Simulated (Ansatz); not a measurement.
Stepwise reaction of `O[Si@H](F)C[Si@H](O)F` with hydrogen chloride, as a gas-phase model of exchange steps in deposition or etching. ΔE in kJ/mol.

Gas-phase electronic energies from Ansatz, PBE0-D4/def2-TZVP geometries. CCSD(T)/CBS is the MP2 limit (def2-TZVPP, def2-QZVPP) plus CCSD(T) − MP2 in def2-TZVPP, frozen cores. This one scheme is used for every species. Functionals use def2-TZVPP. B3LYP here is the variant with VWN-RPA as its local correlation; programs differ in this. One conformer a species, not always the lowest.

| step | reaction | PBE-D4 | B3LYP-D4 | ωB97M-V | CCSD(T)/CBS |
| --- | --- | --- | --- | --- | --- |
| 1 | `O[Si@H](F)C[Si@H](O)F` + HCl → `O[Si@H](Cl)C[Si@@H](O)F` + H–F | 43.8 | 53.0 | 51.6 | 49.2 |
| 2 | `O[Si@H](Cl)C[Si@@H](O)F` + HCl → `O[Si@H](Cl)C[Si@H](O)Cl` + H–F | 37.5 | 47.4 | 47.0 | 43.7 |

(1) By hand: ΔE of the 2 steps together at CCSD(T)/CBS.

Answers

(1) (49.2) + (43.7) = 92.9 kJ/mol, or 46.5 kJ/mol a step.

In ΔE each step is lower than the one before. All are uphill at CCSD(T)/CBS. PBE-D4 differs from CCSD(T)/CBS by -6.2 to -5.4 kJ/mol a step. Isolated molecules leave out the surface, adducts and barriers. Largest T1 diagnostic: 0.012.
